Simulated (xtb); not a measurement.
N2, charge +1, doublet, geometry from GFN2-xTB (a state made from the parent by changing its charge; the spin is typed, not shown lowest). Base run: GFN2-xTB run with xtb 6.7.1.

Geometry (Å):
```xyz
2

N      0.0000     0.0000    -0.5342
N      0.0000     0.0000     0.5342
```
Charge +1, spin multiplicity 2.
All else is at xtb's defaults.
Base energy -5.10353 Eh.

The base run was repeated with changes; each row names its change, and settings that it needs were set with it.

```json
[
 {"change": "base", "ΔE vs base (kJ/mol)": "0.00", "G_solv (kcal/mol)": "-", "SCF cycles": "8"},
 {"change": "alpb = ether", "ΔE vs base (kJ/mol)": "-262.4", "G_solv (kcal/mol)": "-62.70", "SCF cycles": "8"},
 {"change": "etemp = 3000", "ΔE vs base (kJ/mol)": "-0.23", "G_solv (kcal/mol)": "-", "SCF cycles": "8"},
 {"change": "etemp = 5000", "ΔE vs base (kJ/mol)": "-4.29", "G_solv (kcal/mol)": "-", "SCF cycles": "8"},
 {"change": "gbsa = thf", "ΔE vs base (kJ/mol)": "-282.9", "G_solv (kcal/mol)": "-67.61", "SCF cycles": "8"},
 {"change": "acc = 0.0001", "ΔE vs base (kJ/mol)": "0.00", "G_solv (kcal/mol)": "-", "SCF cycles": "9"},
 {"change": "alpb = cs2", "ΔE vs base (kJ/mol)": "-240.8", "G_solv (kcal/mol)": "-57.54", "SCF cycles": "8"},
 {"change": "alpb = toluene", "ΔE vs base (kJ/mol)": "-270.9", "G_solv (kcal/mol)": "-64.74", "SCF cycles": "8"},
 {"change": "acc = 0.1", "ΔE vs base (kJ/mol)": "0.00", "G_solv (kcal/mol)": "-", "SCF cycles": "8"},
 {"change": "acc = 1000", "ΔE vs base (kJ/mol)": "0.00", "G_solv (kcal/mol)": "-", "SCF cycles": "5"}
]
```

ALPB and GBSA are two models with their own fitted parameters for each solvent, which aren't always the measured dielectric constant.
